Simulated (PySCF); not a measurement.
SMILES O[SiH2][SiH2]N (H7NOSi2) (GFN2-xTB optimised geometry):

```
11

N      2.140    -1.395    -0.217
Si     1.412     0.162     0.000
Si    -0.890     0.162     0.000
O     -1.241     1.755     0.000
H      2.050    -2.074     0.521
H      2.029    -1.857    -1.104
H      2.002     0.949    -1.091
H      1.990     0.613     1.273
H     -1.557    -0.466     1.157
H     -1.558    -0.466    -1.156
H     -2.140     2.074     0.002
```

Method: PBE/def2-TZVP run with PySCF.

Task: What are the frontier orbital energies and the dipole moment?

Result: HOMO-2 -7.54 eV, HOMO-1 -6.97 eV, HOMO -5.66 eV, LUMO -1.50 eV, LUMO+1 -0.39 eV; dipole moment 1.77 D.

Meta-Löwdin charges at PBE/def2-TZVP: N1 -0.72, Si2 0.47, Si3 0.57, O4 -0.75, H5 0.23, H6 0.23, H7 -0.08, H8 -0.08, H9 -0.11, H10 -0.11, H11 0.35.
